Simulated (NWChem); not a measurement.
SeCl₂, triplet; SMILES of the neutral closed-shell parent Cl[Se]Cl

```xyz
3

Se     0.1063     0.0334     0.0000
Cl    -0.8968    -2.0037     0.0000
Cl     0.0300     2.3027     0.0000
```
Atoms are numbered in this order, from 1.

Level: PBE0/def2-SVP, spin-unrestricted (NWChem), optimised geometry, unscaled harmonic frequencies. In the optimisation the excess spin sits in a' and a" (Cs, its own frame). This build's default masses of Se (78.918 u) and Br (79.917 u) are each other's, which moves their modes by up to 0.6 %. This spin state was assumed; another may lie lower.

List the harmonic frequencies with IR intensities, and the thermochemistry.


```
frequency (cm⁻¹)  IR intensity (km/mol)
----------------  ---------------------
107                                 1.8
325                               166.1
333                                 2.4
```

```json
{
 "zero_point_energy": "1.1 kcal/mol",
 "thermal correction to the enthalpy at 298.15 K (with zero-point energy)": "4.4 kcal/mol",
 "heat capacity Cv": "11.1 cal/(mol K)",
 "entropy at 298.15 K and 1 atm (symmetry number 2, electronic part: spin degeneracy alone)": "73.2 cal/(mol K)",
 "dipole_moment": "0.73 D"
}
```

Rigid rotor and harmonic oscillator.
